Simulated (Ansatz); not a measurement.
Z-matrix (Å, degrees):
```
Si
O 1 1.622
Cl 1 2.051 2 113.1
O 1 1.630 2 106.3 3 -118.7
N 1 1.706 2 107.8 3 116.5
H 2 0.959 1 116.8 3 85.3
H 4 0.959 1 117.6 2 173.9
Si 5 1.715 1 129.4 2 -149.0
H 5 1.012 1 114.1 2 47.7
Cl 8 2.067 5 111.3 1 -59.7
H 8 1.479 5 107.6 1 -177.0
H 8 1.474 5 112.1 1 58.8
```

The species carries charge 0 and has multiplicity 1.

Q: List the r2SCAN/def2-TZVPP orbital energies in eV (Ansatz 0.2.0). (Estimate.)

A: Computed: Occupied: -2753.35, -2753.27, -1793.03, -1792.30, -516.25, -516.21, -385.36, -254.75, -254.67, -193.28, -193.20, -193.16, -193.15, -193.08, -193.07, -143.20, -142.62, -98.11, -98.06, -98.04, -97.53, -97.47, -97.43, -27.25, -26.62, -22.85, -21.49, -21.36, -15.11, -14.04, -13.74, -12.91, -11.14, -10.90, -10.14, -9.90, -9.56, -9.50, -8.94, -8.90, -8.28, -8.27, -8.12, -7.86, -7.29. Lowest empty: -0.08, 0.16, 0.55, 0.84, 1.26, 1.56, 1.66, 2.19.
